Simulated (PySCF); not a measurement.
Ge(OH)3(OtBu), SMILES CC(C)(C)[O][Ge]([OH])([OH])[OH] (C₄H₁₂GeO₄), GFN2-xTB optimised geometry.

```
21

C     -0.73     2.48    -0.20
C     -0.84     1.06     0.37
C     -2.04     0.34    -0.24
C     -0.96     1.10     1.89
O      0.38     0.41     0.00
Ge     0.82    -1.26     0.00
O      0.16    -2.10     1.35
O      2.55    -1.26     0.00
O      0.34    -2.15    -1.40
H      0.15     2.96     0.20
H     -1.61     3.06     0.07
H     -0.64     2.44    -1.28
H     -2.96     0.87     0.00
H     -1.94     0.28    -1.32
H     -2.10    -0.67     0.16
H     -0.11     1.62     2.31
H     -0.97     0.08     2.28
H     -1.87     1.61     2.18
H      0.19    -3.06     1.28
H      2.96    -0.60     0.55
H      0.82    -1.93    -2.20
```

Density from PySCF 2.14.0 with PBE0/def2-SVP at that geometry.

Minimum of the electron density along straight lines between bonded atoms, close to the bond critical point (lines longer than 1.1 times the sum of covalent radii, or with two minima, are not listed):

```json
[
 {"bond": "C1–C2", "length / Å": "1.531", "ρ at the minimum / e bohr⁻³": "0.248", "∇²ρ there / e bohr⁻⁵": "-0.58", "position (fraction from the first atom)": "0.49"},
 {"bond": "C2–C3", "length / Å": "1.526", "ρ at the minimum / e bohr⁻³": "0.250", "∇²ρ there / e bohr⁻⁵": "-0.59", "position (fraction from the first atom)": "0.51"},
 {"bond": "C2–C4", "length / Å": "1.528", "ρ at the minimum / e bohr⁻³": "0.250", "∇²ρ there / e bohr⁻⁵": "-0.59", "position (fraction from the first atom)": "0.51"},
 {"bond": "C2–O5", "length / Å": "1.429", "ρ at the minimum / e bohr⁻³": "0.239", "∇²ρ there / e bohr⁻⁵": "-0.33", "position (fraction from the first atom)": "0.34"},
 {"bond": "O5–Ge6", "length / Å": "1.723", "ρ at the minimum / e bohr⁻³": "0.153", "∇²ρ there / e bohr⁻⁵": "0.83", "position (fraction from the first atom)": "0.53"},
 {"bond": "Ge6–O7", "length / Å": "1.731", "ρ at the minimum / e bohr⁻³": "0.154", "∇²ρ there / e bohr⁻⁵": "0.82", "position (fraction from the first atom)": "0.47"},
 {"bond": "Ge6–O8", "length / Å": "1.727", "ρ at the minimum / e bohr⁻³": "0.155", "∇²ρ there / e bohr⁻⁵": "0.82", "position (fraction from the first atom)": "0.47"},
 {"bond": "Ge6–O9", "length / Å": "1.728", "ρ at the minimum / e bohr⁻³": "0.155", "∇²ρ there / e bohr⁻⁵": "0.82", "position (fraction from the first atom)": "0.47"},
 {"bond": "C1–H10", "length / Å": "1.087", "ρ at the minimum / e bohr⁻³": "0.277", "∇²ρ there / e bohr⁻⁵": "-1.02", "position (fraction from the first atom)": "0.63"},
 {"bond": "C1–H11", "length / Å": "1.086", "ρ at the minimum / e bohr⁻³": "0.276", "∇²ρ there / e bohr⁻⁵": "-1.01", "position (fraction from the first atom)": "0.62"},
 {"bond": "C1–H12", "length / Å": "1.087", "ρ at the minimum / e bohr⁻³": "0.277", "∇²ρ there / e bohr⁻⁵": "-1.02", "position (fraction from the first atom)": "0.63"},
 {"bond": "C3–H13", "length / Å": "1.087", "ρ at the minimum / e bohr⁻³": "0.276", "∇²ρ there / e bohr⁻⁵": "-1.01", "position (fraction from the first atom)": "0.62"},
 {"bond": "C3–H14", "length / Å": "1.088", "ρ at the minimum / e bohr⁻³": "0.277", "∇²ρ there / e bohr⁻⁵": "-1.01", "position (fraction from the first atom)": "0.63"},
 {"bond": "C3–H15", "length / Å": "1.088", "ρ at the minimum / e bohr⁻³": "0.276", "∇²ρ there / e bohr⁻⁵": "-1.01", "position (fraction from the first atom)": "0.62"},
 {"bond": "C4–H16", "length / Å": "1.087", "ρ at the minimum / e bohr⁻³": "0.276", "∇²ρ there / e bohr⁻⁵": "-1.01", "position (fraction from the first atom)": "0.62"},
 {"bond": "C4–H17", "length / Å": "1.087", "ρ at the minimum / e bohr⁻³": "0.278", "∇²ρ there / e bohr⁻⁵": "-1.03", "position (fraction from the first atom)": "0.63"},
 {"bond": "C4–H18", "length / Å": "1.087", "ρ at the minimum / e bohr⁻³": "0.276", "∇²ρ there / e bohr⁻⁵": "-1.00", "position (fraction from the first atom)": "0.62"},
 {"bond": "O7–H19", "length / Å": "0.956", "ρ at the minimum / e bohr⁻³": "0.355", "∇²ρ there / e bohr⁻⁵": "-2.42", "position (fraction from the first atom)": "0.82"},
 {"bond": "O8–H20", "length / Å": "0.955", "ρ at the minimum / e bohr⁻³": "0.356", "∇²ρ there / e bohr⁻⁵": "-2.43", "position (fraction from the first atom)": "0.82"},
 {"bond": "O9–H21", "length / Å": "0.955", "ρ at the minimum / e bohr⁻³": "0.356", "∇²ρ there / e bohr⁻⁵": "-2.43", "position (fraction from the first atom)": "0.82"}
]
```
